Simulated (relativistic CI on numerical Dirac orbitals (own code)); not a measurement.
# Ag4+: 4p photoemission

Computed with this model: Dirac-Coulomb-Breit CI, orbitals from a KLI potential per configuration, QED by a radiative potential, multiplet model of photoemission in the sudden approximation, unscaled Slater integrals; configurations [Kr] 4d7 → [Ar] 3d10 4s2 4p5 4d7; 300 K; Lorentzian 0.84 eV and Gaussian 0.6 eV FWHM. Energies are those of the free ion, without screening or charge transfer. The energies are binding energies and can lie tens of eV above those of solids. S is read from ⟨S²⟩ = S(S + 1).

Field parameters in Wybourne normalisation: Oh B⁴₀ = 21Dq, B⁴₄ = √(5/14) B⁴₀. The field is a parameter set, without covalency.

free ion: ground-state S = 1.48, centroid 127.36 eV. Peaks (eV, height): 118.4 (100), 122.0 (75), 123.5 (39), 125.2 (32), 126.7 (15), 129.8 (65), 133.5 (8), 135.1 (10), 137.1 (15), 139.5 (37), 141.4 (50).

Oh, 10Dq = 7250 cm⁻¹: ground-state S = 1.49, centroid 127.36 eV. Peaks (eV, height): 118.6 (100), 122.2 (56), 124.1 (37), 125.4 (34), 130.1 (46), 134.2 (9), 135.9 (11), 137.4 (15), 139.8 (31), 141.6 (43).

Oh, 10Dq = 20000 cm⁻¹: ground-state S = 1.43, centroid 127.38 eV. Peaks (eV, height): 118.9 (100), 121.0 (73), 124.9 (41), 126.0 (37), 130.1 (40), 135.3 (13), 137.0 (15), 139.3 (27), 141.5 (35).

Oh, 10Dq = 32750 cm⁻¹: ground-state S = 0.57, centroid 127.51 eV. Peaks (eV, height): 121.4 (100), 123.2 (59), 126.3 (34), 129.4 (35), 130.8 (29), 132.0 (27), 136.5 (20), 139.4 (7), 142.0 (13).

Strongest unbroadened transitions for Oh, 10Dq = 20000 cm⁻¹:

```
Energy (eV)  Relative strength
     118.82               67.8
     118.85              100.0
     120.65               11.4
     120.70               29.9
     120.93               14.5
     121.01               11.3
     121.05               14.3
     121.35               24.8
     121.63               15.3
     125.40               13.2
     126.12               12.9
     126.26               11.6
     130.01               12.9
     130.10               14.5
     139.05               20.4
     140.06               14.6
     141.60               23.1
     142.14               11.8
```
